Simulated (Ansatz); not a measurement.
CH3Cl2Sn (SMILES [CH3][Sn]([Cl])[Cl]), doublet, geometry from GFN2-xTB (such geometries of metal compounds can be far from the true shape) (the spin is typed, not shown lowest) (all electrons, no relativity); PBE0/STO-3G in Ansatz (a program for electronic structure).

Ansatz was given this input:
Ansatz 0.2 input:
```yaml
crystal:
  periodic: [false, false, false]
  atoms:
    - {symbol: Sn, position_ang: [-0.25987517, 0.10089511, 0.41959888]}
    - {symbol: C, position_ang: [-1.92570834, -1.45600401, -0.35249903]}
    - {symbol: H, position_ang: [-1.41774794, -1.94074201, -1.17614683]}
    - {symbol: H, position_ang: [-2.78104771, -0.87777075, -0.67520745]}
    - {symbol: H, position_ang: [-2.16104505, -2.14229292, 0.44986603]}
    - {symbol: Cl, position_ang: [0.01934069, 1.63428595, -1.40025402]}
    - {symbol: Cl, position_ang: [1.79876807, -1.12534039, 0.37299158]}
basis:
  gaussian:
    orbitals: STO-3G
hamiltonian:
  xc: pbe0
magnetization: {spin_polarized: true, initial_magnetization: 1}
```

**Question.** What does Ansatz print? Leave out banner, timings and long lists.

**Answer.** 
```
Functional definition: PBE0
661 factors; integrals over basis functions are off by at most 3.1e-5 eV
mean field evaluation 1: about -188155.2254 eV, gradient 1.2e1 eV
mean field evaluation 2: about -188155.4515 eV, gradient 1.3e1 eV
mean field evaluation 4: about -188157.2675 eV, gradient 2.5e-1 eV
mean field evaluation 8: about -188157.2373 eV, gradient 9.1e-3 eV
mean field -188157.23728904 eV, -6914.6509328161 hartree, gradient 3.8e-5 eV, S^2 0.753114; 0 other end points of the search recorded, 0 dependent functions left out
reference -188157.23730656 eV, -6914.6509334601 hartree; 47, 46 occupied and 6, 7 virtual orbitals, 661 factors
Total energy: -188157.23730656 eV, -6914.6509334601 hartree
```
